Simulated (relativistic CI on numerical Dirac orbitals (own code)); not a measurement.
Hyperfine structure of Tb LXII, mass number 159

Method of calculation: Dirac-Coulomb-Breit CI, separate exchange-only KLI orbitals for each configuration, QED by a radiative potential, unscaled Slater integrals (own radial code, finite nucleus).

Configuration list (outside the closed core 1s2): 2s2, 2s 2p, 2p2, 2p 3s, 2p 3p, 2s 3s, 2s 3p, 2s 3d, 2s 4s, 2s 4p, 2s 4d, 2s 4f, 3s2, 3s 3p, 3p2. Levels of other configurations are missing.

Nuclear spin I = 3/2, μ = 2.009 μN, Q = 1.432 b (tables of Stone and Pyykkö). The electronic factors are computed for point nuclear moments, without core polarisation or the Bohr-Weisskopf and QED corrections.

```tsv
Level	E (Ry)	A (GHz)	B (GHz)
2s 2p 3P°_1	12.346	12060	-156
2s 2p 3P°_2	70.875	5171	1600
2s 2p 1P°_1	76.640	-3554	955
2p2 3P_1	87.078	-520	797
2p2 1D_2	88.373	2037	1480
2p2 3P_2	148.577	771.8	116
2s 3s 3S_1	600.473	11910	-1.1
2s 3p 3P°_1	605.407	10100	-1.39
```

Levels with J = 0, under 50 % of one LS term, or S terms without an open s electron are left out. Small factors come from cancelling terms and can be off by tens of per cent or more.

At this charge energies of transitions that change n are usually good to better than 1 %, and those within a shell (Δn = 0) to a few per cent.

(1) Give the hyperfine levels of 2s 2p 3P°_1 relative to its centre of gravity.

Answers

(1) With K = F(F + 1) − I(I + 1) − J(J + 1), E = AK/2 + B[¾K(K + 1) − I(I + 1)J(J + 1)]/[2I(2I − 1)J(2J − 1)]: F = 1/2: -30340, F = 3/2: -11900, F = 5/2: 18050 GHz.

LS names give the leading component of a level, which can be under half, so a name can repeat, a term be missing and a line seem to break the LS rules.
